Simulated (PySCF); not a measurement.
SMILES C(=Cc1ccc[se]1)c1ccc[se]1 (C10H8Se2) (GFN2-xTB optimised geometry):

```
20

C      0.389     0.551     0.000
C     -0.389    -0.548     0.000
C     -1.815    -0.548     0.000
C     -2.627    -1.656     0.000
C     -4.011    -1.392     0.000
C     -4.340    -0.074     0.000
Se    -2.852     1.029     0.000
C      1.816     0.549     0.000
C      2.630     1.655     0.000
C      4.014     1.389     0.000
C      4.341     0.070     0.000
Se     2.850    -1.029     0.000
H     -0.082     1.530     0.000
H      0.083    -1.527     0.000
H     -2.227    -2.656     0.000
H     -4.749    -2.177     0.000
H     -5.332     0.342     0.000
H      2.232     2.656     0.000
H      4.753     2.172     0.000
H      5.332    -0.347     0.000
```

Level of theory: PBE/def2-SVP in PySCF.

### Question
What are the frontier orbital energies and the dipole moment?

### Answer
HOMO-2 -5.93 eV, HOMO-1 -5.93 eV, HOMO -4.72 eV, LUMO -2.45 eV, LUMO+1 -0.98 eV; dipole moment 0.00 D.

Meta-Löwdin charges at PBE/def2-SVP: C1 -0.11, C2 -0.11, C3 -0.11, C4 -0.14, C5 -0.13, C6 -0.25, Se7 0.28, C8 -0.11, C9 -0.14, C10 -0.13, C11 -0.25, Se12 0.28, H13 0.11, H14 0.11, H15 0.11, H16 0.12, H17 0.13, H18 0.11, H19 0.12, H20 0.13.
